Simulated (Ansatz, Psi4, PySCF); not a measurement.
CdI2, charge +1, doublet, at a GFN2-xTB geometry (such geometries of metal compounds can be far from the true shape) (a state made from the parent by changing its charge; the spin is typed, not shown lowest) (core potentials on Cd, I). Base run: HF/def2-SVP (PySCF).

Input for PySCF:
```python
from pyscf import gto, scf

mol = gto.Mole()
mol.atom = '''
    Cd   -0.02135930    0.00986032    0.01528230
    I    -0.24305620    2.07466686   -1.70162621
    I     0.26240047   -2.08359696    1.68778564
'''
mol.basis = 'def2-svp'
mol.ecp = {'Cd': 'def2-svp', 'I': 'def2-svp'}
mol.charge = 1
mol.spin = 1
mol.verbose = 3
mol.build()

mf = scf.UHF(mol)
mf.kernel()
```

The same geometry, method and basis name were run in Ansatz (a first-principles code) and Psi4 and PySCF, at each program's defaults and at the settings that a row names. The base is PySCF at its defaults. Differences at the defaults can come from grids, fitting, cores and function types together. The rows with settings made alike still differ; the cause (another SCF solution, basis table, core potential or functional code) wasn't traced.

```
code and settings                                                           ΔE vs base (mEh)  basis functions      E (Eh)  SCF cycles
--------------------------------------------------------------------------  ----------------  ---------------  ----------  ----------
PySCF, defaults (exact integrals, spherical functions)                                 0.000               83  -759.91400          12
Psi4, defaults (density fitting with its default set, spherical functions)             0.047               83  -759.91395          12
Ansatz, defaults (factorised integrals, spherical functions)                         -20.336               83  -759.93434           -
PySCF, density fitting with def2-universal-jkfit                                       0.047               83  -759.91395          12
Psi4, exact integrals, spherical functions                                             0.000               83  -759.91400          16
Ansatz, high accuracy                                                                -20.342               83  -759.93434           -
```

Open shells are given as the SCF converged; they aren't shown to be the lowest states, and a large step between rows can be another state.
